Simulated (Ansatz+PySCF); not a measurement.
**doublet H₃: levels of theory in one basis**

```xyz
3

H     0.0000    0.0000    0.0000
H     0.0000    0.0000    0.9300
H     0.0000    0.0000    1.8600
```

Basis set: cc-pVDZ (spherical functions). All electrons are correlated. Correlation on ROHF uses semicanonical orbitals with singles. Charge 0, multiplicity 2.

Computed with Ansatz (development build ahead of 0.2.0); each method stands on the lowest determinant of its kind that the runs found. NEVPT2 correlates all electrons. Active spaces start from the frontier orbitals, and the lowest solution found is given.

```json
{"method": "ROHF", "E − E(ROHF) (eV)": "0.00", "<S²> of the determinant": "0.75"}
{"method": "UHF", "E − E(ROHF) (eV)": "-0.29", "<S²> of the determinant": "0.79"}
{"method": "ROHF-MP2", "E − E(ROHF) (eV)": "-1.18", "<S²> of the determinant": "–"}
{"method": "UHF-MP2", "E − E(ROHF) (eV)": "-1.17", "<S²> of the determinant": "0.79"}
{"method": "ROHF-CCSD", "E − E(ROHF) (eV)": "-1.52", "<S²> of the determinant": "–"}
{"method": "UHF-CCSD", "E − E(ROHF) (eV)": "-1.52", "<S²> of the determinant": "0.79"}
{"method": "ROHF-CCSD(T)", "E − E(ROHF) (eV)": "-1.53", "<S²> of the determinant": "–"}
{"method": "full CI (lowest root of this spin)", "E − E(ROHF) (eV)": "-1.53", "<S²> of the determinant": "–"}
{"method": "CASSCF(3,3)", "E − E(ROHF) (eV)": "-0.80", "<S²> of the determinant": "–"}
```

Q: What does SC-NEVPT2(3,3) give on the same scale?

A: -1.32 eV. NEVPT2 here correlates all electrons, so it doesn't share the others' frozen core.

At such a shape the full CI root can have another spatial symmetry than the determinants, so the rows needn't describe one state.

Q: Is a single determinant a sound starting point here?

A: Only with care. Unrestricted orbitals gain 0.29 eV and <S²> is 0.79 against 0.75 for a pure state, but bonds are stretched. The CASSCF(3,3) natural occupations are 1.97, 1.00, 0.03.

Caution for ROHF-MP2, UHF-MP2, ROHF-CCSD, UHF-CCSD, ROHF-CCSD(T): bonds are stretched, where a single reference can fail.
